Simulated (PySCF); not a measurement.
**Mayer bond orders and bond lengths**

C7H12Si.
SMILES with atom numbers: `[CH3:1][CH2:2]/[CH:3]=[CH:4]/[CH2:5][C:6]#[C:7][SiH3:8]` (hydrogens: H9, H10, H11 on C1; H12, H13 on C2; H14 on C3; H15 on C4; H16, H17 on C5; H18, H19, H20 on Si8)

Structure used (GFN2-xTB), in Å, numbered top down from 1:
```xyz
20
C7H12Si angstrom
C     -3.1652    0.4325    0.8432
C     -2.7315    0.2331   -0.6086
C     -1.5178   -0.6368   -0.6934
C     -0.3630   -0.2661   -1.2183
C      0.8553   -1.1424   -1.2910
C      1.9595   -0.5327   -0.5713
C      2.8587    0.0016    0.0279
Si     4.2511    0.8013    0.9321
H     -2.3640    0.8938    1.4160
H     -3.4104   -0.5222    1.3034
H     -4.0418    1.0742    0.8928
H     -2.5251    1.2010   -1.0692
H     -3.5501   -0.2375   -1.1617
H     -1.6311   -1.6301   -0.2759
H     -0.2385    0.7287   -1.6265
H      0.6424   -2.1273   -0.8651
H      1.1544   -1.2733   -2.3379
H      4.7126   -0.1111    1.9826
H      5.3325    1.0699   -0.0213
H      3.7668    2.0540    1.5197
```

Bond orders from the PBE0/pcSseg-1 density (PySCF). One conformer (not necessarily the lowest) at the GFN2-xTB geometry, without solvent, vibrations or thermal averaging.

Task: How far do the computed orders between heavy atoms stray from the drawn ones?

Result: The largest departure is 0.505, at C6–C7 (drawn triple, 2.495). Drawn double or triple, more than 0.30 short of the drawn order: C6–C7 (2.495).

Task: Set the Mayer orders of the bonds beside their lengths.

Result: 
```
   bond  drawn as  length (Å)  Mayer order
  C1–C2    single       1.528        1.042
  C2–C3    single       1.496        1.038
  C3–C4    double       1.322        1.887
  C4–C5    single       1.502        1.055
  C5–C6    single       1.452        1.052
  C6–C7    triple       1.205        2.495
 C7–Si8    single       1.843        1.034
  C1–H9    single       1.088        0.968
 C1–H10    single       1.088        0.968
 C1–H11    single       1.087        0.968
 C2–H12    single       1.092        0.957
 C2–H13    single       1.094        0.939
 C3–H14    single       1.083        0.956
 C4–H15    single       1.083        0.956
 C5–H16    single       1.094        0.924
 C5–H17    single       1.097        0.906
Si8–H18    single       1.466        0.932
Si8–H19    single       1.466        0.932
Si8–H20    single       1.466        0.932
```

Bonds between the same two heavy elements. C–C: lowest C2–C3 (1.038, 1.496 Å), highest C6–C7 (2.495, 1.205 Å).

Task: Sum the orders of all bonds at each heavy atom with more than one neighbour and set the sums beside the valence in the SMILES.

Result: C1 3.946 (drawn 4), C2 3.976 (drawn 4), C3 3.881 (drawn 4), C4 3.898 (drawn 4), C5 3.937 (drawn 4), C6 3.547 (drawn 4), C7 3.529 (drawn 4), Si8 3.830 (drawn 4). Orders between atoms that aren't bonded are not in these sums.

Mayer orders depend on the basis set.
